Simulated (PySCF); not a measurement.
SMILES C=C/C=C\N (C4H7N), singlet (GFN2-xTB optimised geometry):

```
12

C      1.486    -1.609    -0.012
C      0.744    -0.503     0.000
C     -0.695    -0.503     0.000
C     -1.487     0.582     0.000
N     -1.081     1.894    -0.091
H      2.562    -1.576    -0.006
H      1.035    -2.587    -0.031
H      1.242     0.459     0.011
H     -1.170    -1.473     0.003
H     -2.562     0.460     0.000
H     -0.108     2.071     0.102
H     -1.708     2.587     0.282
```

Computed with PBE/def2-TZVP run with PySCF.

What are the frontier orbital energies and the dipole moment?

HOMO-2 -8.06 eV, HOMO-1 -6.97 eV, HOMO -4.57 eV, LUMO -1.14 eV, LUMO+1 0.16 eV; dipole moment 2.22 D.

On the same geometry PySCF 2.14.0 with PBE0/def2-TZVP gives HOMO-2 -9.55 eV, HOMO-1 -8.28 eV, HOMO -5.55 eV, LUMO -0.25 eV, LUMO+1 1.02 eV; dipole moment 2.12 D.

Meta-Löwdin charges at PBE/def2-TZVP: C1 -0.30, C2 -0.11, C3 -0.21, C4 -0.03, N5 -0.41, H6 0.12, H7 0.12, H8 0.10, H9 0.12, H10 0.12, H11 0.24, H12 0.24.
